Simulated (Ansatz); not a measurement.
Basis-set extrapolation for CH₃BClF (`BC(F)Cl`) (PBE0-D4/def2-TZVP geometry, frozen core, Ansatz 0.2.0). Multiplicity 1, RHF reference.

|  | def2-TZVPP | def2-QZVPP |
| --- | --- | --- |
| HF | -623.280009 | -623.299992 |
| MP2 correlation | -0.713123 | -0.774369 |
| CCSD(T) correlation | -0.777171 | not run |

Energies in hartree. Use E(X) = E(∞) + A·exp(−7.88·√X) for Hartree–Fock and E(X) = E(∞) + B·X^(−2.97) for correlation, with X = 3 and 4, and add CCSD(T) minus MP2 of the smaller set to the MP2 limit.

Task: What is the CCSD(T) energy at the basis-set limit?

Result: HF limit: -623.299992 + (-0.019983) × 0.13774 = -623.30274. MP2 limit: -0.774369 + (-0.061246) × 0.74074 = -0.81974. Higher-order term: -0.777171 − (-0.713123) = -0.06405. Total: -624.18653 hartree, 339.6 kJ/mol below CCSD(T)/def2-TZVPP.
